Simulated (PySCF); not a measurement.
These compounds are isomers of formula C₅H₆FN₃.

A. SMILES C=Cn1nc(C)c(F)n1
B. SMILES FC1=NN=CN1C1CC1
C. `Fc1cn(C2CC2)nn1`

Spectrum 1. ¹³C{¹H} NMR (computed): δ 171.0 (C), 113.7 (CH), 33.1 (CH), 12.1 (CH2).

Spectrum 2. ¹³C{¹H} NMR (computed): δ 167.3 (C), 136.6 (CH), 26.9 (CH), 11.4 (CH2).

Spectrum 3. ¹³C{¹H} NMR (computed): δ 171.4 (C), 139.6 (CH), 134.2 (C), 108.6 (CH2), 9.8 (CH3).

PySCF 2.14.0 with density-fitted response routines calculation with structure optimised with GFN2-xTB and σ from GIAO-PBE0/pcSseg-1; non-relativistic Hamiltonian, single conformer, equivalent nuclei averaged, isolated molecule.

References, each an isolated molecule treated in the same way: ¹³C against TMS. Splittings of carbon signals by F and P are missing where no couplings were computed. Shifts are as computed. Against solution values, carbons near 30 ppm lie about +3 ppm off and those near 130 ppm about +5 ppm. Of 1211 compounds with measured shifts, 218 miss one by over three times the rms of a fit or turn the order of signals round; such compounds aren't used in these exercises.

Problem. Which spectrum belongs to which compound?

Solution. 1–C, 2–B, 3–A.

- Spectrum 1 (C): 4 ¹³C signals; δC 171.0 is an aromatic carbon bearing fluorine; δC 33.1 is a three-membered-ring carbon.
- Spectrum 2 (B): 4 ¹³C signals; δC 167.3 is an aromatic carbon bearing fluorine; δC 26.9 is a three-membered-ring carbon.
- Spectrum 3 (A): 5 ¹³C signals; δC 171.4 is an aromatic carbon bearing fluorine; δC 139.6 is an alkene CH.
